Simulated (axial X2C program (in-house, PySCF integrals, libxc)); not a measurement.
SnCl: cheaper levels and CCSD(T), two-component

All values were computed with an axial X2C code built on PySCF integrals. Two-component (2c) means X2C with spin–orbit coupling and atomic mean-field two-electron Coulomb and Gaunt terms. Basis: Sn dyall-cv3z [11s12p9d4f1g], Cl dyall-av3z [9s8p3d2f] (cores contracted in-house); Gaussian nuclei, density fitting, unrestricted open shells. Masses: Sn 119.902 u, Cl 34.969 u.

State: Ω = 1/2 (⟨Sz⟩ = -0.50, ⟨Lz⟩ = 1.00 at HF); fragments Sn + Cl.

```
level  Re (Å)  ωe (cm⁻¹)
 PBE0   2.377      344.2
   HF   2.393      340.7
  MP2   2.391      343.8
 CCSD   2.394      341.9
B3LYP   2.405      329.2
```

Correlated methods: 11 electrons correlated (number of frozen shells: Sn 4 s, 3 p, 2 d; Cl 2 s, 1 p), 257 virtual spin orbitals or spinors in MP2, 90 natural virtuals in coupled cluster.

CCSD(T), same Hamiltonian and basis:

Re = 2.397 Å, ωe = 340.2 cm⁻¹; T1 = 0.013 (Lee–Taylor normalisation).

Question: Give the differences from CCSD(T) in the columns below.

Answer: 

| level | ΔRe (Å) | Δωe (cm⁻¹) |
| --- | --- | --- |
| PBE0 | -0.020 | 4 |
| HF | -0.004 | 0 |
| MP2 | -0.006 | 4 |
| CCSD | -0.003 | 2 |
| B3LYP | 0.008 | -11 |

One determinant describes the state; a PBE0 search over occupations chose it and may have missed a lower one. De is not given where an atomic determinant may have missed its ground term or J level, or where the truncated virtual space spoils (T). Density functionals use the spin component along the axis (collinear). Coupled cluster ran in a truncated set of natural virtual spinors; the MP2 energy of the rest was added. (T) has no such correction and the atoms are truncated less, which lowers De at CCSD(T) by a hundredth of an eV or more. The functionals have no current-density term, which raises determinants with orbital currents, atoms included. With the outer-core shells frozen, correlated bond lengths of heavy atoms tend to come out a few hundredths of an ångström too long.
